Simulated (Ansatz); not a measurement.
`[F][SnH2][AsH2]`. The species carries charge 0 and has multiplicity 1. Sn takes the def2 core potential. Geometry: relaxed with PBE0-D4/def2-TZVP.

```xyz
7

F     0.574    2.258    0.603
Sn    0.374    0.650   -0.447
As   -1.250   -0.811    0.947
H    -0.305    1.184   -1.918
H     1.974    0.081   -0.617
H    -0.082   -1.524    1.614
H    -1.286   -1.837   -0.182
```

(1) What is the dipole moment at r2SCAN/def2-TZVPP? (Best estimate.)

(2) And with PBE, B3LYP, ωB97M-V? (Estimate.)

(3) Give the Mulliken charges with r2SCAN, ωB97M-V, B3LYP in def2-TZVPP. (Estimate.)

Answers

(1) The calculation gave: 2.86 D, with components (-0.23, -2.55, -1.28) D in this frame, pointing from negative to positive charge.

(2) Ansatz gave: PBE 2.74 D, B3LYP 2.89 D, ωB97M-V 2.92 D.

(3) Ansatz gave: 
| atom | r2SCAN | ωB97M-V | B3LYP |
| --- | --- | --- | --- |
| F1 | -0.50 | -0.50 | -0.50 |
| Sn2 | 0.83 | 0.76 | 0.86 |
| As3 | -0.10 | -0.16 | -0.10 |
| H4 | -0.12 | -0.09 | -0.13 |
| H5 | -0.12 | -0.09 | -0.13 |
| H6 | 0.01 | 0.04 | 0.01 |
| H7 | 0.00 | 0.03 | 0.00 |

B3LYP here is the variant with VWN-RPA as its local correlation; programs differ in this.
